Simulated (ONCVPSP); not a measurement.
**rhenium: one change to an ONCV potential, before and after**

```
Element                 : Re
Generator               : ONCVPSP 4.0.1
Type                    : optimised norm-conserving Vanderbilt (ONCV)
Functional              : PBE
Relativity              : fully relativistic
Frozen core             : [Kr] 4d10 4f14
Valence charge          : 15
Reference configuration : 5s2 5p6 5d5 6s1 6p1
Partial waves           : 5s+6s: rc 1.45 bohr, ncon 5, nbas 8, qcut 6.6 1/bohr, 2 projectors; 5p+6p: rc 2.35 bohr, ncon 3, nbas 6, qcut 6.2 1/bohr, 2 projectors; 5d: rc 2.35 bohr, ncon 5, nbas 10, qcut 5.4 1/bohr, 1 projector
Local potential         : polynomial inside 1.05 bohr (lpopt 5, dvloc0 0 Ha)
Core correction         : Teter function, fcfact 3.75, rcfact 1.15
```

Open shells are filled in proportion to 2j + 1.

Change: functional PBEsol.

Cutoffs: the cutoffs (Ha) at which the residual kinetic energy of the hardest occupied pseudo-wave falls to 1 and 0.1 mHa per electron; they do not see the model core or the augmentation charge, which bear on the density cutoff. Errors are all-electron minus pseudo energies relative to the spin-unpolarised reference configuration.

Q: What does the change do?

A: The potential gets neither clearly harder nor softer (61 Ha and 79 Ha → 61 Ha and 79 Ha); of the 4 tests that both files solve, the error grows in 0 and shrinks in 2 by more than 15 % and 0.3 meV (median size 0.4 → 0.1 meV); neither file shows a bound ghost.

```tsv
quantity	base	changed
cutoff, loose	61 Ha	61 Ha
cutoff, tight	79 Ha	79 Ha
loose cutoff by channel	s 61 Ha, p 13 Ha, d 13 Ha	s 61 Ha, p 13 Ha, d 13 Ha
bound ghosts	none	none
GHOST(+) flags under 300 eV	s at 97.0 eV	s at 94.1 eV
error for 5s2 5p6 5d5 6s2 6p0, meV [ΔE -4.74 → -4.80 eV]	+0.3	+0.1
error for 5s2 5p6 5d5 6s1 6p0, meV [ΔE 4.51 → 4.50 eV]	+0.4	+0.1
error for 5s2 5p6 5d5 6s0 6p0, meV [ΔE 20.84 → 20.85 eV]	+4.4	+2.0
error for 5s2 5p6 5d5 6s1.5 6p0, meV [ΔE -0.96 → -0.99 eV]	0.0	0.0
s: phases at 1.47 bohr within 0.05 rad from the reference energy up to (Ha; the scan ends near 5)	2.8	2.8
p3/2: phases at 2.39 bohr within 0.05 rad from the reference energy up to (Ha; the scan ends near 5)	3.7	3.7
p1/2: phases at 2.39 bohr within 0.05 rad from the reference energy up to (Ha; the scan ends near 5)	to the end of the scan	to the end of the scan
d5/2: phases at 2.39 bohr within 0.05 rad from the reference energy up to (Ha; the scan ends near 5)	1.5	1.5
d3/2: phases at 2.39 bohr within 0.05 rad from the reference energy up to (Ha; the scan ends near 5)	1.2	1.2
rms error of d²Exc/dni dnj with the model core, mHa	5.08	5.31
```
